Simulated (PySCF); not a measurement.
Compound: C2H7BGaN.
Geometry (PBE0-D3(BJ)/def2-SVP, Å), atoms numbered from 1 in this order:
```
atom  x, y, z in Å
B1     3.127    0.383    0.830
C2     1.812   -0.061    0.266
C3     0.726   -0.424   -0.200
Ga4   -1.005   -0.975   -0.919
N5    -2.134    0.493    0.140
H6     4.156   -0.144    0.477
H7     3.173    1.276    1.645
H8    -1.289   -0.545   -2.404
H9    -1.597   -2.293   -0.301
H10   -1.990    0.376    1.144
H11   -3.137    0.457   -0.041
H12   -1.802    1.426   -0.105
```

Method used: PySCF, PBE0-D3(BJ)/def2-SVP geometry optimisation, gas phase.

**Question.** Which atoms are bound to Ga4, and at what distances?

**Answer.** 4 atoms: H8 1.572 Å, H9 1.572 Å, C3 1.954 Å, N5 2.133 Å. The nearest atom not counted as bound is H10, at 2.66 Å (others tie with it).

**Question.** List the angles at Ga4.

**Answer.** 
```json
{"angle": "H8–Ga4–H9", "degrees": "122.2", "distance of the outer atoms (Å)": "2.75"}
{"angle": "C3–Ga4–H8", "degrees": "115.5", "distance of the outer atoms (Å)": "2.99"}
{"angle": "C3–Ga4–H9", "degrees": "115.2", "distance of the outer atoms (Å)": "2.98"}
{"angle": "N5–Ga4–H8", "degrees": "100.7", "distance of the outer atoms (Å)": "2.87"}
{"angle": "N5–Ga4–H9", "degrees": "100.5", "distance of the outer atoms (Å)": "2.87"}
{"angle": "C3–Ga4–N5", "degrees": "95.3", "distance of the outer atoms (Å)": "3.02"}
```

**Question.** Describe the arrangement about Ga4 in numbers.

**Answer.** Angles from 95.3° to 122.2°; τ4 = (360° − α − β)/141° = 0.87 with α and β the two widest (0 for a square, 1 for a tetrahedron).

**Question.** What are the other bond lengths?

**Answer.** B1–C2 1.498 Å; C2≡C3 1.236 Å; B1–H6, B1–H7 1.210 Å; N5–H10, N5–H11, N5–H12 1.020 Å.

**Question.** Give some angles away from the centre.

**Answer.** B1–C2–C3 179.8°, C2–C3–Ga4 179.1°.

**Question.** What are the rotational constants (commonest isotopes, rigid rotor)?

**Answer.** A = 6908, B = 1381, C = 1179 MHz: a near-prolate asymmetric top.

Point group: near Cs, missed by 0.09 Å at most; the miss may be what the optimiser left on a soft mode. Charge 0, singlet. Whether it is a minimum is left open (no frequencies).
